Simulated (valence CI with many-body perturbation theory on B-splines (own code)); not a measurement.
Values are calculated unless marked as measured or tabulated.
**From CI to CI+MBPT in Co XXI**

Method: configuration interaction combined with many-body perturbation theory (CI+MBPT): five valence electrons over a frozen Dirac-Fock core [He], radial functions for each j: 9 s, 9 p, 8 d, 6 f, 3 g, 1 h, with the one-electron correlation potential Σ1 (screened to all orders), the two-electron term Σ2, the three-electron term Σ3, Breit, model QED; selected single and double excitations, second order for the rest (own B-spline code, finite nucleus).

No measured spectrum was set against this ion. As an estimate, levels of excited configurations hold to 0.05 to 0.15 % of their energy, terms of the ground configuration to about 0.5 %. Among the levels kept, up to 2100 cm⁻¹ of a level comes from second order outside the variational space, and about a tenth of that is noise between levels of different J, which matters for small intervals.

Each rung adds one term. CI alone is the Dirac-Coulomb CI over the frozen core; QED comes last and gives the full result, which names the levels. Energies are above 2s2.2p3 4S°_3/2 on the same rung, in × 10³ cm⁻¹.

Names give the largest LS component (configuration and term), which can be under half, so a name can repeat, a term be missing and a line seem to break the LS rules; names also repeat where a configuration has a term twice.

```tsv
Level	CI alone	Σ1	Σ2	Σ3	Breit	QED	Full
2s2.2p3 2D°_3/2	146.62	+0.05	+0.33	-0.31	+0.52	+0.05	147.26
2s2.2p3 2D°_5/2	195.75	+0.10	+0.34	-0.34	-4.20	+0.17	191.84
2s2.2p3 2P°_1/2	280.77	+0.08	+0.84	-0.48	-0.64	+0.08	280.67
2s2.2p3 2P°_3/2	363.17	+0.21	+0.68	-0.43	-4.53	+0.36	359.47
2s.2p4 4P_5/2	805.13	-1.25	-0.77	-0.39	+0.12	-3.75	799.09
2s.2p4 4P_3/2	885.80	-1.16	-0.75	-0.40	-0.30	-3.56	879.64
2s.2p4 4P_1/2	909.32	-1.15	-0.67	-0.43	-0.23	-3.55	903.28
2s.2p4 2D_3/2	1114.8	-1.18	-1.26	-0.98	+0.18	-3.68	1107.9
2s.2p4 2D_5/2	1138.2	-1.13	-1.13	-0.93	-2.64	-3.58	1128.8
2s.2p4 2S_1/2	1273.8	-1.15	-1.28	-1.27	+1.94	-3.68	1268.4
2s.2p4 2P_3/2	1329.6	-1.16	-2.91	-1.64	-1.14	-3.69	1319.0
2s.2p4 2P_1/2	1446.4	-1.02	-2.32	-1.55	-2.83	-3.39	1435.3
2p5 2P°_3/2	2083.3	-2.41	-3.80	-1.77	+2.58	-7.41	2070.5
2p5 2P°_1/2	2214.1	-2.27	-3.69	-1.76	-1.05	-7.12	2198.2
2s2.2p2.3s 4P_1/2	7825.4	+1.95	+0.54	-0.89	-1.85	+0.92	7826.0
2s2.2p2.3s 4P_3/2	7910.5	+2.08	+0.46	-0.85	-5.08	+1.18	7908.3
2s2.2p2.3s 2P_1/2	7941.1	+2.07	+0.20	-0.85	-4.86	+1.19	7938.9
2s2.2p2.3s 4P_5/2	7960.7	+2.11	+0.56	-0.91	-8.53	+1.23	7955.2
2s2.2p2.3s 2P_3/2	7991.1	+2.10	+0.35	-0.94	-7.82	+1.21	7986.0
```

The middle columns are the shifts that each term adds.

**Question.** How does the ionisation energy move along the ladder, and which term matters most?

**Answer.** CI alone 1723.0, + Σ1 1723.3, + Σ2 1723.3, + Σ3 1723.2, + Breit 1722.8, + QED 1722.8 eV. The largest step is Breit, -0.4 eV. NIST lists 1724 ± 3 eV (semi-empirical).
